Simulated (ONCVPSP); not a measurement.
# Cutoff test, platinum (Pt), ONCV

ONCVPSP 4.0.1 input, shortened (lines: element, Z, core and valence counts, functional; n l f; lmax; l rc ep ncon nbas qcut; lloc lpopt rc5 dvloc0; l nproj debl; icmod fcfact rcfact), PBE, scalar-relativistic:

```
  Pt 78.00   10    4        4      upf
    1    0    2.00
    2    0    2.00
    2    1    6.00
    3    0    2.00
    3    1    6.00
    3    2   10.00
    4    0    2.00
    4    1    6.00
    4    2   10.00
    4    3   14.00
    5    0    2.00
    5    1    6.00
    5    2    9.00
    6    0    0.50
    2
    0    1.50    0.00    4    8    6.80
    1    1.20    0.00    4    8    7.80
    2    1.85    0.00    4    9    9.10
    4    5    1.20    1.00
    0    2    1.90
    1    1    3.70
    2    2    1.50
    1    0.40    0.00
```

For each optimised wave give the share of its norm inside rc, the residual kinetic energy above qcut (Ha) and the cutoffs (Ha) for errors of 10, 1, 0.1 and 0.01 mHa per electron.

```json
{"wave": "5s", "norm inside rc": "0.946", "residual KE": "2.6e-04", "10 mHa": "15.7", "1 mHa": "20.4", "0.1 mHa": "46.0", "0.01 mHa": "81.5"}
{"wave": "6s", "norm inside rc": "0.060", "residual KE": "2.0e-04", "10 mHa": "13.1", "1 mHa": "19.6", "0.1 mHa": "28.2", "0.01 mHa": "86.3"}
{"wave": "5p", "norm inside rc": "0.645", "residual KE": "2.5e-03", "10 mHa": "24.8", "1 mHa": "50.6", "0.1 mHa": "135.2", "0.01 mHa": "160.8"}
{"wave": "5d", "norm inside rc": "0.676", "residual KE": "2.5e-09", "10 mHa": "15.5", "1 mHa": "20.6", "0.1 mHa": "25.2", "0.01 mHa": "29.3"}
{"wave": "d projector 2", "norm inside rc": "0.184", "residual KE": "4.4e-09", "10 mHa": "15.6", "1 mHa": "20.4", "0.1 mHa": "24.6", "0.01 mHa": "28.7"}
```

The occupied waves need 51 Ha and 135 Ha for 1 and 0.1 mHa.
